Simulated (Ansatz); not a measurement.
Consider the atomization: `C=N[SiH](O)F` → C• + F• + 4 H• + N• + O• + Si•.

Computed with Ansatz on PBE0-D4/def2-TZVP structures; ΔE is electronic, products minus reactants. CBS: MP2 limit from def2 TZ/QZ plus the TZ coupled-cluster correction, frozen cores. This one scheme is used for every species, atoms too. DFT in def2-TZVPP. Open shells (•) are unrestricted, without spin–orbit coupling. Spin–orbit coupling would lower the free atoms: a little for C, F, O, Si. Each species was taken in one conformer, which may not be the lowest.

```
       species  r2SCANh energy (Eh)
`C=N[SiH](O)F`           -559.89638
            C•            -37.83336
            F•            -99.72490
            H•             -0.49990
            N•            -54.58116
            O•            -75.05767
           Si•           -289.34061
```

(1) Work out ΔE.

Largest T1 diagnostic among the species: 0.013.

Results:

(1) ΔE = 4 × (-0.49990) + (-37.83336) + (-99.72490) + (-54.58116) + (-75.05767) + (-289.34061) − (-559.89638) = 1.35908 Eh = +3568.3 kJ/mol. CCSD(T)/CBS gives +3625.3 kJ/mol.

From PBE to PBE0 (25 % exact exchange), in def2-TZVPP and without D4, ΔE moves by −94.2 kJ/mol: exact exchange takes away binding that semilocal exchange gives to molecules. At CCSD(T), def2-SVP lies −293.2 kJ/mol from the extrapolated value and def2-TZVPP −116.7 kJ/mol: correlation converges slowly with the basis, and small sets miss more of it in the bonded molecule than in its fragments. In def2-TZVPP, CCSD(T) changes the Hartree–Fock value by +962.9 kJ/mol (the triples alone add +61.5 kJ/mol) and MP2 by +1060.6 kJ/mol; breaking electron pairs costs correlation energy, which Hartree–Fock lacks.

For atomizations the MP2-based limit and the directly extrapolated one differ by several kJ/mol either way, and by 10 to 25 for some Ge, Se and Sn compounds, so smaller differences from it don't rank the levels.
